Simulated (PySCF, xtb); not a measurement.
Hf(Cl)3(OSiH3) (Cl₃H₃HfOSi), SMILES [SiH3][O][Hf]([Cl])([Cl])[Cl], multiplicity 1.

GFN2-xTB (xtb) at its own geometry gives an orbital gap of 3.03 eV and a dipole moment of 2.23 D.

Geometry: B3LYP-D3(BJ)/def2-SVP. The multiplicity is an assumed one; other spin states were not compared. The isomer is the one that the SMILES or the coordinates give; other isomers of the formula were not compared. The def2 effective core potentials stand for the cores of Hf; spin–orbit coupling is left out. Other conformers were not sampled.

Problem. What does CAM-B3LYP/def2-TZVP (PySCF) give? (The exact figures need the calculation; the answer reports its results.)

Solution. gap 10.18 eV (levels -10.72 and -0.55 eV), dipole 2.21 D.
